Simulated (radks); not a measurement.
Question: All-electron atom: Rb9+ in [Ar] 3d10 (the NIST ground configuration). All-electron calculation, scalar-relativistic Kohn-Sham, LDA (Slater exchange, VWN5 correlation), spin-polarised, spherical densities, finite nucleus; Fermi nuclear charge, rms radius 4.2036 fm. Program: a radial shooting solver on a logarithmic mesh with Libxc functionals. Some entries of the table are withheld. Estimate them.

orbital,occ.,eigenvalue (hartree),<1/r> (bohr^-1)
1s,2,-557.5948,(1)
2s,2,-79.52774,8.424
2p,6,(2),8.240
3s,2,-16.59328,(3)
3p,6,-13.92337,2.676
3d,10,-9.48464,2.433

Answer: 
(1) 1s <1/r> (bohr^-1): 37.83
(2) 2p eigenvalue (hartree): -71.24292
(3) 3s <1/r> (bohr^-1): 2.822
